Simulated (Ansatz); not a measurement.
Coupled-cluster run, C6H6O2, SMILES `Oc1cccc(O)c1`.

```yaml
crystal:
  periodic: [false, false, false]
  atoms:
    - {symbol: O, position_ang: [0.737253, -1.755961, 1.890096]}
    - {symbol: C, position_ang: [0.457197, -0.866281, 0.907214]}
    - {symbol: C, position_ang: [1.513612, -0.433132, 0.112341]}
    - {symbol: C, position_ang: [1.259509, 0.474520, -0.898697]}
    - {symbol: C, position_ang: [-0.020041, 0.957255, -1.132743]}
    - {symbol: C, position_ang: [-1.064003, 0.515119, -0.330406]}
    - {symbol: O, position_ang: [-2.341240, 0.939444, -0.495649]}
    - {symbol: C, position_ang: [-0.829798, -0.396400, 0.690442]}
    - {symbol: H, position_ang: [-0.071386, -1.972700, 2.362199]}
    - {symbol: H, position_ang: [2.509235, -0.813375, 0.300046]}
    - {symbol: H, position_ang: [2.077067, 0.817015, -1.522665]}
    - {symbol: H, position_ang: [-0.206132, 1.669679, -1.929790]}
    - {symbol: H, position_ang: [-2.372220, 1.562130, -1.227036]}
    - {symbol: H, position_ang: [-1.661952, -0.726512, 1.303449]}
basis:
  gaussian: {orbitals: def2-SVP}
correlation: {method: ccsd_t}
```

```sh
$ ansatz run in.yaml --threads 2 --pin off --events-out ev --progress --plain --max-ram 32768MiB --backend cuda --devices 0, --max-vram 18GiB
```

Log, shortened:

```
Functional definition: HF
1442 factors; integrals over basis functions are off by at most 1.3e-3 eV
mean field evaluation 1: about -10339.5924 eV, gradient 4.2e1 eV
mean field evaluation 2: about -10339.6053 eV, gradient 4.2e1 eV
mean field evaluation 4: about -10344.0058 eV, gradient 4.8e0 eV
mean field evaluation 8: about -10344.0696 eV, gradient 3.2e-4 eV
mean field -10344.06963160 eV, -380.1375474989 hartree, gradient 2.0e-6 eV, S^2 0.000000; 0 other end points of the search recorded, 0 dependent functions left out; unrestricted orbitals would lower it
8 core orbitals not correlated: weight in the atoms' cores, before any rotation towards them, 1.000 or more for the frozen orbitals, at most 0.000 for the correlated occupied ones
reference -10344.06963160 eV, -380.1375474989 hartree; 21, 21 occupied and 113, 113 virtual orbitals, 1442 factors
second order -31.05023883 eV of doubles, -0.00000000 eV of singles
cycle   1  -31.14515909 eV  change   -9.5e-2 eV  update   1.3e-1
cycle   2  -31.93054705 eV  change   -7.9e-1 eV  update   4.1e-2
cycle   3  -32.13336946 eV  change   -2.0e-1 eV  update   2.1e-2
cycle   4  -32.13119062 eV  change    2.2e-3 eV  update   6.0e-3
cycle   5  -32.12802374 eV  change    3.2e-3 eV  update   2.6e-3
cycle   6  -32.12876269 eV  change   -7.4e-4 eV  update   8.4e-4
cycle   7  -32.12832519 eV  change    4.4e-4 eV  update   2.6e-4
cycle   8  -32.12818498 eV  change    1.4e-4 eV  update   1.1e-4
cycle   9  -32.12820421 eV  change   -1.9e-5 eV  update   4.5e-5
perturbative correction -1.22696854 eV, -0.0450902623 hartree
Total energy: -10377.42480435 eV, -381.3633274887 hartree
```

Hardware: 2 threads of an AMD EPYC 7R13 on a shared host and a share of an NVIDIA H100 80 GB. Wall time 6.5 s, peak host memory 0.8 GiB.

MP2 recovers 93.1 % of the CCSD(T) correlation energy and the triples give 3.7 %; T1 = 0.0126.
